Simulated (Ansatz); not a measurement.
Stepwise reaction of `[OH][In]([OH])[F]` with hydrogen fluoride, as a gas-phase model of exchange steps in deposition or etching. ΔE in kJ/mol; ΔG adds harmonic PBE0-D4 terms to CCSD(T)/CBS, at 1 bar.

Isolated molecules relaxed with PBE0-D4/def2-TZVP in Ansatz; ΔE leaves out vibrations. CCSD(T)/CBS is the MP2 limit (def2-TZVPP, def2-QZVPP) plus CCSD(T) − MP2 in def2-TZVPP, frozen cores. This one scheme is used for every species. Functionals use def2-TZVPP. B3LYP here is the variant with VWN-RPA as its local correlation; programs differ in this. def2 core potentials past Kr. For In outer-core shells are correlated without core-valence functions, which leaves a few kJ/mol of doubt a bond. One conformer a species, not always the lowest.

```
step                                            reaction  PBE-D4  B3LYP-D4  ωB97M-V  CCSD(T)/CBS  ΔG(600 K)
   2  `[OH][In]([F])[F]` + H–F → `[F][In]([F])[F]` + H₂O   -17.6     -19.5    -20.4        -15.1       -8.7
```

Question: Give the row of step 1, `[OH][In]([OH])[F]` + H–F → `[OH][In]([F])[F]` + H₂O. (Best estimate.)

Answer: Computed: 
```
step                                              reaction  PBE-D4  B3LYP-D4  ωB97M-V  CCSD(T)/CBS  ΔG(600 K)
   1  `[OH][In]([OH])[F]` + H–F → `[OH][In]([F])[F]` + H₂O   -23.7     -25.5    -25.6        -20.0      -22.4
```

Question: By hand: ΔE of the 2 steps together at CCSD(T)/CBS.

Answer: (-20.0) + (-15.1) = -35.1 kJ/mol, or -17.6 kJ/mol a step.

In ΔE the steps differ by no more than 4.9 kJ/mol. All are downhill at CCSD(T)/CBS. ΔG lies between -22.4 and -8.7 kJ/mol a step. PBE-D4 differs from CCSD(T)/CBS by -3.7 to -2.5 kJ/mol a step. Isolated molecules leave out the surface, adducts and barriers. Largest T1 diagnostic: 0.018.
